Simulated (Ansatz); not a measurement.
Consider the isomerisation: `C[NH][GeH2][OH]` → `N[CH2][GeH2][OH]`.

Computed with Ansatz on PBE0-D4/def2-TZVP structures; ΔE is electronic, products minus reactants. CBS: MP2 limit from def2 TZ/QZ plus the TZ coupled-cluster correction, frozen cores. Functionals use def2-TZVPP. B3LYP here is the variant with VWN-RPA as its local correlation; programs differ in this. For Ge outer-core shells are correlated without core-valence functions, which leaves a few kJ/mol of doubt a bond. Scalar relativity is left out up to krypton. Each species was taken in one conformer, which may not be the lowest.

```json
{"level": "r2SCAN-D4", "ΔE (kJ/mol)": "35.5"}
{"level": "B3LYP", "ΔE (kJ/mol)": "35.5"}
```

(1) What does CCSD(T)/CBS give? (Estimate.)

Largest T1 diagnostic among the species: 0.011.

Results:

(1) The calculation gave: +34.9 kJ/mol. The listed levels differ from it by 0.6, 0.6 kJ/mol.

In def2-TZVPP, CCSD(T) changes the Hartree–Fock value by −5.4 kJ/mol (the triples alone add +0.3 kJ/mol) and MP2 by −3.5 kJ/mol.
